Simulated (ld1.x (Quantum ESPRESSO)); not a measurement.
V (Z = 23): variants of one ultrasoft potential

Base potential:

```json
{
 "Element": "vanadium",
 "Generator": "ld1.x (Quantum ESPRESSO) 7.5",
 "Type": "ultrasoft",
 "Functional": "PBE",
 "Relativity": "non-relativistic",
 "Frozen core": "[Ar]",
 "Valence charge": "5",
 "Reference configuration": "3d3 4s0.5 4p0 (charge +1.5)",
 "Partial waves": "4s (bound): rcut 2.60, rcutus 2.85 bohr; 4s channel at 1.45 Ry: rcut 2.60, rcutus 2.85 bohr; 4p (bound, empty): rcut 2.80, rcutus 3.10 bohr; 4p channel at 0.15 Ry: rcut 2.80, rcutus 3.10 bohr; 3d (bound): rcut 1.85, rcutus 2.35 bohr; 3d channel at 3.7 Ry: rcut 1.85, rcutus 2.35 bohr",
 "Local potential": "all-electron potential smoothed inside 3.00 bohr (lloc = -2)",
 "Core correction": "a·sin(br)/r model core, default radius (core density twice the valence density)",
 "Augmentation charge": "PSQ, inside the norm-conserving radii"
}
```

All-electron outer shells of the reference configuration (PBE, non-relativistic, ld1.x):

| shell | level (eV) | outermost node (bohr) | outermost maximum (bohr) |
| --- | --- | --- | --- |
| 3p | -55.78 | 0.35 | 0.85 |
| 3d | -16.98 | – | 0.88 |
| 4s | -14.14 | 1.17 | 2.56 |
| 4p | -9.81 | 1.28 | 3.05 |

Cutoffs, loose and tight: the cutoffs (Ry, on a coarse ladder) from which the occupation-weighted sum of valence levels, in a spherical-Bessel basis at the reference potential, stays within 10 and 1 mRy of its value at 400 Ry. They do not see the model core or the augmentation charge, which bear on the density cutoff. Test errors are all-electron minus pseudo excitation energies from the reference, over the configurations 3d3 4s2 4p0; 3d3 4s1 4p0; 3d3 4s0 4p0; 3d3.5 4s1.5 4p0; 3d2 4s2 4p0; 3d3 4s1.5 4p0; 3d3 4s0 4p2. A dash means not determined; rows that change the core or the reference have their own tests. The largest error is taken over the tests solved by every variant that gives reliable tests at all: 3d3 4s0 4p0; 3d3 4s1 4p0; 3d3 4s2 4p0.

Cutoffs are not given where the Bessel-basis levels miss the radial ones by over 6 mRy, ghosts where they miss by over 20 mRy; a channel whose overlap is not positive is not tested.

The default core radius of the base comes out at 1.49 bohr.

| change | outcome | cutoff, loose | cutoff, tight | bound ghosts | largest test error (meV) |
| --- | --- | --- | --- | --- | --- |
| base | generated | 18 Ry | 21 Ry | none | +37 |
| waves 4p (bound): rcut 2.72, rcutus 2.88 bohr; 4p channel at 0.15 Ry: rcut 2.72, rcutus 2.88 bohr | generated | 18 Ry | 25 Ry | none | +37 |
| functional PBEsol | generated | 18 Ry | 25 Ry | none | -39 |
| scalar-relativistic | generated | 18 Ry | 21 Ry | none | -16 |
| augmentation built from norm-conserving waves at rcut, not smoothed further | generated | – | – | not determined | -178 |
| waves 4s (bound): rcut 2.60, rcutus 4.28 bohr; 4s channel at 1.45 Ry: rcut 2.60, rcutus 4.28 bohr | generated | 18 Ry | 21 Ry | none | +82 |
| local potential all-electron potential smoothed inside 3.02 bohr (lloc = -2) | generated | 18 Ry | 21 Ry | none | test run stopped at test 1 of 7 (negative rho) |
| type PAW; local potential all-electron potential smoothed inside 3.05 bohr (lloc = -1); augmentation BESSEL, radius 1.30 bohr | generated | 18 Ry | 25 Ry | none | test run stopped at test 1 of 7 (negative rho) |
| wave 4p channel at 0.15 Ry: rcut 2.80, rcutus 3.10 bohr becomes 4p channel at 0.34 Ry: rcut 2.80, rcutus 3.10 bohr | generated | 18 Ry | 21 Ry | none | +37 |
| core correction a·sin(br)/r model core inside 2.62 bohr | generated | 18 Ry | 21 Ry | none | +50 |

**Question.** What comes out with this change to the base: local potential all-electron potential smoothed inside 2.55 bohr (lloc = -1)?

**Answer.** outcome: generated; cutoff, loose: 18 Ry; cutoff, tight: 30 Ry; bound ghosts: none; largest test error (meV): test run stopped at test 1 of 7 (negative rho).

**Question.** What comes out with this change to the base: all radii but the core radius scaled by about 0.81 (s 2.32, p 2.52, d 1.90 bohr, rcut 2.12/2.28/1.50); local potential all-electron potential smoothed inside 2.44 bohr (lloc = -2)?

**Answer.** outcome: generated; cutoff, loose: 30 Ry; cutoff, tight: 40 Ry; bound ghosts: none; largest test error (meV): test run stopped at test 1 of 7 (negative rho).

**Question.** What comes out with this change to the base: waves 3d (bound): rcut 1.85, rcutus 2.48 bohr; 3d channel at 3.7 Ry: rcut 1.85, rcutus 2.48 bohr?

**Answer.** outcome: generated; cutoff, loose: 15 Ry; cutoff, tight: 18 Ry; bound ghosts: none; largest test error (meV): test run stopped at test 1 of 7 (negative rho).
